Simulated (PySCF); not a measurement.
**UHF on Sn⁺ (tin, charge +1)**

Configuration: [Kr] 4d10 5s1 5p1 5d1, one real determinant (an excited configuration). Computed with PySCF 2.14 in x2c-TZVPPall with one added diffuse shell each of s, p, d, f type (9s7p5d3f, 76 functions), with scalar relativity by spin-free X2C-1e.

* Total energy: -6173.021330 hartree
* One-electron energy: -8467.3530 hartree
* Hartree (Coulomb) energy: 2458.0715 hartree
* Exchange energy: -163.7399 hartree
* ⟨S²⟩: 3.7517
* ⟨L²⟩: 8.020
* Sum of ⟨r⟩: 34.71 bohr
* Sum of ⟨r²⟩: 67.53 bohr²
* Traceless quadrupole moment −½Σ⟨3z² − r²⟩ along its main axis: 4.82 e·bohr²
* Langevin diamagnetic susceptibility: -53.5 ×10⁻⁶ cm³/mol

```
shell  electrons  mean orbital energy (eV)  spread (eV)  rms radius, mean of both spins (bohr)
 1s α          1                  -29358.7            0                                 0.0333
 1s β          1                  -29358.5            0                                 0.0333
 2s α          1                   -4535.7            0                                  0.136
 2s β          1                   -4535.6            0                                  0.136
 2p α          3                   -4068.5        0.015                                  0.121
 2p β          3                   -4068.4        0.074                                  0.121
 3s α          1                   -925.52            0                                  0.361
 3s β          1                   -925.25            0                                  0.361
 3p α          3                   -768.70        0.030                                  0.362
 3p β          3                   -768.55        0.210                                  0.362
 3d α          5                   -526.69        0.190                                  0.341
 3d β          5                   -526.64        0.193                                  0.341
 4s α          1                   -172.97            0                                  0.875
 4s β          1                   -172.34            0                                  0.875
 4p α          3                   -123.12        0.068                                  0.949
 4p β          3                   -122.79        0.480                                  0.949
 4d α          5                   -48.490        0.479                                   1.17
 4d β          5                   -48.080        0.604                                   1.17
 5s α          1                   -26.167            0                                   2.43
 5p α          1                   -17.599            0                                   2.91
 5d α          1                    -6.457            0                                   5.48
```

⟨L²⟩ = 8.02 against 12 for a pure F term, so this real determinant mixes terms. The outer electron is Rydberg-like, and this basis confines it to a smaller radius and binds it less than a complete one would.

Densities and radii are taken from the X2C orbitals without a picture-change correction, which distorts them close to the nucleus.

Spin-orbit constants ζ (cm⁻¹) from the X2C one-electron operator on these orbitals: bare nucleus, nucleus screened by l(l+1)(2l+1)/3 electrons, and screened by the Breit-Pauli mean field of the electrons.

| shell | bare | screened nucleus | mean field |
| --- | --- | --- | --- |
| 2p | 1234000 | 1184000 | 1163000 |
| 3p | 228700 | 219500 | 214900 |
| 3d | 34290 | 27430 | 26330 |
| 4p | 38240 | 36710 | 35860 |
| 4d | 4038 | 3230 | 3033 |
| 5p | 3260 | 3130 | 3049 |
| 5d | 102.6 | 82.08 | 74.93 |

To first order the Landé constant is A = 355.5 cm⁻¹, so the lowest level has J = 3/2 and lies 0.264 eV below the centre of the term. This holds in LS coupling only.
